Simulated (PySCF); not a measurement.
Species: C3H7FOSi.
Numbering: `[CH3:1][C@@H:2]1[O:3][SiH2:4][C@@H:5]1[F:6]` (hydrogens: H7, H8, H9 on C1; H10 on C2; H11, H12 on Si4; H13 on C5)

Level of theory: PBE0-D3(BJ)/def2-SVP geometry optimisation, gas phase in PySCF.

(1) What internal coordinates does the optimisation give?

## Answers

(1) 
```json
{"bond": "C1–C2", "length (Å)": "1.509"}
{"bond": "C2–O3", "length (Å)": "1.444"}
{"bond": "O3–Si4", "length (Å)": "1.692"}
{"bond": "Si4–C5", "length (Å)": "1.905"}
{"bond": "C5–F6", "length (Å)": "1.370"}
{"bond": "C2–C5", "length (Å)": "1.556"}
{"bond": "C1–H7, C1–H8, C1–H9", "length (Å)": "1.100"}
{"bond": "C2–H10", "length (Å)": "1.104"}
{"bond": "Si4–H11", "length (Å)": "1.492"}
{"bond": "Si4–H12", "length (Å)": "1.492"}
{"bond": "C5–H13", "length (Å)": "1.103"}
```

Bonds in one row agree within 0.01 Å and their mean is given. A selection of angles:
```json
{"angle": "C2–C1–H7", "degrees": "110.7"}
{"angle": "C2–C1–H8", "degrees": "109.4"}
{"angle": "H7–C1–H8", "degrees": "109.0"}
{"angle": "H7–C1–H9", "degrees": "108.1"}
{"angle": "C1–C2–O3", "degrees": "111.7"}
{"angle": "C1–C2–C5", "degrees": "113.7"}
{"angle": "C1–C2–H10", "degrees": "110.1"}
{"angle": "O3–C2–C5", "degrees": "100.7"}
{"angle": "O3–C2–H10", "degrees": "108.2"}
{"angle": "C5–C2–H10", "degrees": "112.0"}
{"angle": "C2–O3–Si4", "degrees": "95.1"}
{"angle": "O3–Si4–C5", "degrees": "79.7"}
{"angle": "O3–Si4–H11", "degrees": "115.3"}
{"angle": "O3–Si4–H12", "degrees": "113.8"}
{"angle": "C5–Si4–H11", "degrees": "116.4"}
{"angle": "C5–Si4–H12", "degrees": "119.3"}
{"angle": "H11–Si4–H12", "degrees": "109.7"}
{"angle": "Si4–C5–F6", "degrees": "120.1"}
{"angle": "Si4–C5–H13", "degrees": "115.9"}
{"angle": "F6–C5–H13", "degrees": "108.6"}
{"angle": "C2–C5–Si4", "degrees": "83.5"}
{"angle": "C2–C5–F6", "degrees": "114.8"}
{"angle": "C2–C5–H13", "degrees": "111.9"}
```

Dihedral angles: C1–C2–O3–Si4 -112° (anticlinal); C2–O3–Si4–C5 -7° (synperiplanar); O3–Si4–C5–F6 122° (anticlinal); C1–C2–C5–Si4 112° (anticlinal).

The 4-membered ring C2–O3–Si4–C5 has internal angles of 79.7° to 100.7°; it is slightly puckered (a soft mode that the optimisation may not have finished), 0.05 Å rms from its mean plane, widest ring torsion 9°. The 2 C–C bonds span 1.509 Å (C1–C2, drawn single) to 1.556 Å (C2–C5, drawn single), a spread of 0.047 Å. Si4 (oxygen-bound silicon) has angles from 79.7° to 119.3°. Of the pairs four or more bonds apart, Si4···H9 is among the closest relative to their van der Waals radii: 3.24 Å, 98 % of the sum of Bondi's values.

Point group: C1 (no symmetry element, even within 0.4 Å). Stationary, but not proved a minimum. The numbers are those of one conformer.
